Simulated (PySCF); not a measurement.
One molecule, a ladder of functionals, a line

Molecule: `BN([SiH3])[SiH3]`, BH8NSi2.

Cartesian coordinates in Å; atom numbers follow the order of the lines, from 1:
```xyz
12

B    -0.0901    1.4735    0.1092
N    -0.0577    0.0732   -0.0856
Si    1.4769   -0.8132    0.0077
Si   -1.5510   -0.8217   -0.4270
H     0.9363    2.0741    0.3401
H    -1.1438    2.0679    0.0447
H     1.3957   -1.8372    1.0929
H     2.5807    0.1452    0.2799
H     1.7141   -1.5309   -1.2815
H    -2.6994    0.1229   -0.4155
H    -1.4383   -1.4906   -1.7584
H    -1.7378   -1.8855    0.6056
```

GIAO shieldings (ppm, equivalent atoms averaged) in PySCF on the PBE0-D3(BJ)/def2-SVP geometry, basis pcSseg-2, gas phase, non-relativistic:

| functional | exact exchange (%) | σ(B1) | σ(N2) | σ(Si3/Si4) |
| --- | --- | --- | --- | --- |
| BLYP | 0 | 40.4 | 118.3 | 349.9 |
| BP86 | 0 | 42.4 | 124.0 | 356.9 |
| PBE | 0 | 41.1 | 123.3 | 358.1 |
| B3LYP | 20 | 44.8 | 129.0 | 362.8 |
| PBE0 | 25 | 46.9 | 136.6 | 374.4 |
| mPW1PW91 | 25 | 47.3 | 137.0 | 373.5 |
| HF | 100 | 64.9 | 166.0 | 419.9 |

(1) Fit each shielding as a line in the percentage of exact exchange.

(2) What does the line predict for BHandHLYP (50 %), and what does the run give?

Answers

(1) σ(B1) = 41.1 + 0.24 x (rms 0.7 ppm); σ(N2) = 122.7 + 0.44 x (rms 2.6 ppm); σ(Si3/Si4) = 354.9 + 0.65 x (rms 3.4 ppm). The functionals also differ in their semilocal parts, which the line can't hold; Hartree–Fock has no correlation at all.

(2) σ(B1): 53.1 predicted, 51.7 computed; σ(N2): 144.7 predicted, 143.1 computed; σ(Si3/Si4): 387.4 predicted, 382.7 computed ppm.
